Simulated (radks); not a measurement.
Q: The mean radii <r> (bohr) of the occupied orbitals of an atom or ion are listed with their occupations. Method: Dirac Kohn-Sham, PBE, spin-unpolarised, spherical densities, finite nucleus; Fermi nuclear charge, rms radius of each element as measured or else 0.836 A^(1/3) + 0.57 fm; computed with a radial shooting solver on a logarithmic mesh with Libxc functionals.

orbital  occ.      <r>
1s1/2       2  0.03517
2s1/2       2   0.1534
2p1/2       2   0.1308
2p3/2       4   0.1353
3s1/2       2   0.4287
3p1/2       2   0.4233
3p3/2       4   0.4339
3d3/2       4   0.4132
3d5/2       6   0.4167
4s1/2       2    1.108
4p1/2       2    1.217
4p3/2       4    1.249
5s1/2       1    3.602
4d3/2       4    1.988
4d5/2       1    2.021

Name the element and its charge. Open shells, if any, fill j = l - 1/2 first.

A: Z = 42, molybdenum, charge 0: Mo in [Kr] 4d5 5s1. The 1s radius gives Z: for a bare nucleus <r> = (2 gamma + 1)/(2Z) with gamma = sqrt(1 - (Z/c)^2), 0.03457 bohr for Z = 42, and screening makes it slightly larger (0.03517 here). The occupations add up to 42, and the charge is Z minus that.
